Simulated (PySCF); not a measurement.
Molecule: C$_{5}$H$_{12}$O, charge 0, multiplicity 1. 
Geometry from a B3LYP-D3(BJ)/def2-TZVP (Ansatz) optimisation:
```xyz
18

C      2.5438    -0.0219    -0.3328
C      1.2136     0.7222    -0.3823
C      0.0052    -0.1732    -0.1172
C     -1.3175     0.5739    -0.2744
C     -2.5429    -0.3200    -0.1161
O      0.0968    -0.8038     1.1652
H      2.5860    -0.7948    -1.1039
H      2.6805    -0.5108     0.6318
H      3.3824     0.6574    -0.4950
H      1.0867     1.1967    -1.3600
H      1.2105     1.5358     0.3538
H      0.0242    -1.0106    -0.8224
H     -1.3469     1.3859     0.4628
H     -1.3302     1.0550    -1.2570
H     -2.5393    -0.8167     0.8542
H     -3.4657     0.2560    -0.2032
H     -2.5598    -1.0964    -0.8846
H      0.0850    -0.1129     1.8386
```
Charge 0, spin multiplicity 1.

Dispersion corrections to the total energy (kcal/mol) from the dftd3 and dftd4 libraries through PySCF: D3(BJ) without and D4 with the three-body term, each with the damping fitted for the functional named.

| functional | D3(BJ) | D4 |
|---|---|---|
| PBE | -8.53 | (withheld) |
| revPBE | -21.93 | -27.10 |
| B3LYP | (withheld) | -12.30 |
| B2GP-PLYP | (withheld) | -3.28 |
| TPSS | -10.49 | -10.54 |
| CAM-B3LYP | -6.16 | -6.51 |
| HSE06 | -5.18 | -6.03 |

**Question.** Complete the blanks.

**Answer.** 
- PBE, D4: -7.81
- B3LYP, D3(BJ): -13.99
- B2GP-PLYP, D3(BJ): -4.25
